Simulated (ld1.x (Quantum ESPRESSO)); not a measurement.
## Before and after: ultrasoft potential for Ni

```
Element                 : nickel
Generator               : ld1.x (Quantum ESPRESSO) 7.5
Type                    : ultrasoft
Functional              : Wu–Cohen
Relativity              : scalar-relativistic
Frozen core             : [Ne] 3s2
Valence charge          : 16
Reference configuration : 3p6 3d8 4s2 4p0
Partial waves           : 4s (bound): rcut 1.70, rcutus 1.90 bohr; 4s channel at 1.15 Ry: rcut 1.70, rcutus 1.90 bohr; 3p (bound): rcut 1.15, rcutus 1.25 bohr; 4p (bound, empty): rcut 1.15, rcutus 1.25 bohr; 3d (bound): rcut 0.65, rcutus 0.75 bohr; 3d channel at -0.2 Ry: rcut 0.65, rcutus 0.75 bohr
Local potential         : all-electron potential smoothed inside 1.30 bohr (lloc = -1)
Core correction         : none
Augmentation charge     : built from norm-conserving waves at rcut, not smoothed further
```

Change: core correction a·sin(br)/r model core inside 0.46 bohr.

Cutoffs: the cutoffs (Ry, on a coarse ladder) from which the occupation-weighted sum of valence levels, in a spherical-Bessel basis at the reference potential, stays within 10 and 1 mRy of its value at 400 Ry; they do not see the model core or the augmentation charge, which bear on the density cutoff. Errors are all-electron minus pseudo energies relative to the spin-unpolarised reference configuration.

Question: What does the change do?

Answer: Both files keep a bound ghost (s); of the 7 tests that both files solve, the error grows in 0 and shrinks in 1 by more than 15 % and 0.3 meV (median size 49.7 → 53.7 meV). A model core, the more so a compact one, raises the density cutoff, which this test does not measure.

| quantity | base | changed |
| --- | --- | --- |
| bound ghosts | s | s |
| error for 3p6 3d8 4s1 4p0, meV [ΔE 9.36 eV] | -8.3 | -7.9 |
| error for 3p6 3d8 4s0 4p0, meV [ΔE 26.61 eV] | -46 | -48 |
| error for 3p6 3d7 4s0 4p0, meV [ΔE 64.08 eV] | +47 | +28 |
| error for 3p6 3d8 4s0 4p1, meV [ΔE 15.11 eV] | -1361 | -1362 |
| error for 3p6 3d7 4s2 4p0, meV [ΔE 16.17 eV] | -64 | -73 |
| error for 3p6 3d9 4s1 4p0, meV [ΔE -1.61 eV] | -50 | -54 |
| error for 3p6 3d8 4s0 4p2, meV [ΔE 9.61 eV] | -1841 | -1849 |
| s: phases at 2.06 bohr within 0.05 rad from the reference energy up to (Ry; the scan ends near 5) | to the end of the scan | to the end of the scan |
| p: phases at 2.06 bohr within 0.05 rad from the reference energy up to (Ry; the scan ends near 5) | n/a | n/a |
| d: phases at 2.06 bohr within 0.05 rad from the reference energy up to (Ry; the scan ends near 5) | to the end of the scan | to the end of the scan |
| lowest overlap eigenvalue by channel | s 0.10, p 0.24, d 0.99 | s 0.10, p 0.24, d 0.99 |

Base: These tests converged, but a pseudo level misses the all-electron one widely, so the file describes the atom poorly there or has found another state: 3p6 3d7 4s0 4p0: empty 4p by 3.0 eV. Changed file: These tests converged, but a pseudo level misses the all-electron one widely, so the file describes the atom poorly there or has found another state: 3p6 3d7 4s0 4p0: empty 4p by 3.0 eV. A true bound ghost makes a file unfit for plane-wave use even where its test errors are small: the radial tests pick states by their node count and pass the ghost by.
